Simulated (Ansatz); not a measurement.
Start from `NB1CO1` and change one atom or group to get `[InH2][B]1CO1`.

Ansatz, PBE0-D4/def2-TZVP geometries, multiplicity 1. Each molecule was computed in one conformer, which needn't be the lowest.

Elements past krypton have def2 core potentials.

```
                                          property  `NB1CO1`
             LUMO energy (ωB97M-V/def2-TZVPP) / eV      2.02
  size of the dipole moment (B3LYP/def2-TZVPP) / D      2.57
               HOMO–LUMO gap (PBE/def2-TZVPP) / eV      6.37
           HOMO–LUMO gap (ωB97M-V/def2-TZVPP) / eV     12.20
size of the dipole moment (ωB97M-V/def2-TZVPP) / D      2.58
                 HOMO energy (PBE/def2-TZVPP) / eV     -6.43
```

**Question.** What does the change do to each property? (Estimate.)

**Answer.** The calculation gave: 
```json
{"property": "LUMO energy (ωB97M-V/def2-TZVPP) / eV", "`[InH2][B]1CO1`": "-0.52", "shift": "-2.54"}
{"property": "size of the dipole moment (B3LYP/def2-TZVPP) / D", "`[InH2][B]1CO1`": "1.10", "shift": "-1.47"}
{"property": "HOMO–LUMO gap (PBE/def2-TZVPP) / eV", "`[InH2][B]1CO1`": "3.50", "shift": "-2.87"}
{"property": "HOMO–LUMO gap (ωB97M-V/def2-TZVPP) / eV", "`[InH2][B]1CO1`": "8.98", "shift": "-3.22"}
{"property": "size of the dipole moment (ωB97M-V/def2-TZVPP) / D", "`[InH2][B]1CO1`": "1.09", "shift": "-1.49"}
{"property": "HOMO energy (PBE/def2-TZVPP) / eV", "`[InH2][B]1CO1`": "-6.22", "shift": "0.21"}
```

With PBE0 the HOMO rises by 0.46 eV and the LUMO falls by 2.74 eV, so the gap narrows by about 3.20 eV. PBE moves the HOMO by 0.21 eV and ωB97M-V by 0.68 eV. Dipoles are sizes alone; their direction can turn.

B3LYP here is the variant with VWN-RPA as its local correlation; programs differ in this.
